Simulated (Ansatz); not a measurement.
`C#[C][GeH]([C]#C)[C]#C` and `C#[C][Ge]([C]#C)([C]#C)[C]#C` differ in one atom or group.

Ansatz, PBE0-D4/def2-TZVP geometries, multiplicity 1. 

Scalar relativity is left out up to krypton.

| property | `C#[C][GeH]([C]#C)[C]#C` |
| --- | --- |
| zero-point energy (PBE0-D4/def2-TZVP) / kJ/mol | 170.9 |
| HOMO energy (B3LYP/def2-TZVPP) / eV | -7.98 |
| HOMO–LUMO gap (PBE0/def2-TZVPP) / eV | 7.81 |
| ideal-gas entropy at 298 K and 1 bar (rigid rotor, harmonic PBE0-D4/def2-TZVP) / J/(mol·K) | 384 |
| LUMO energy (B3LYP/def2-TZVPP) / eV | -0.65 |
| HOMO energy (PBE0/def2-TZVPP) / eV | -8.25 |

(1) Give the same properties after the change, and the shifts. (Best estimate.)

Results:

(1) The calculation gave: 
```tsv
property	`C#[C][Ge]([C]#C)([C]#C)[C]#C`	shift
zero-point energy (PBE0-D4/def2-TZVP) / kJ/mol	200.0	29.1
HOMO energy (B3LYP/def2-TZVPP) / eV	-8.02	-0.04
HOMO–LUMO gap (PBE0/def2-TZVPP) / eV	7.74	-0.07
ideal-gas entropy at 298 K and 1 bar (rigid rotor, harmonic PBE0-D4/def2-TZVP) / J/(mol·K)	423	39
LUMO energy (B3LYP/def2-TZVPP) / eV	-0.75	-0.10
HOMO energy (PBE0/def2-TZVPP) / eV	-8.29	-0.04
```

The zero-point energy changes by 29.1 kJ/mol with +6 modes.

Positive LUMOs are unbound, so they and the gaps depend on the basis.

B3LYP here is the variant with VWN-RPA as its local correlation; programs differ in this.
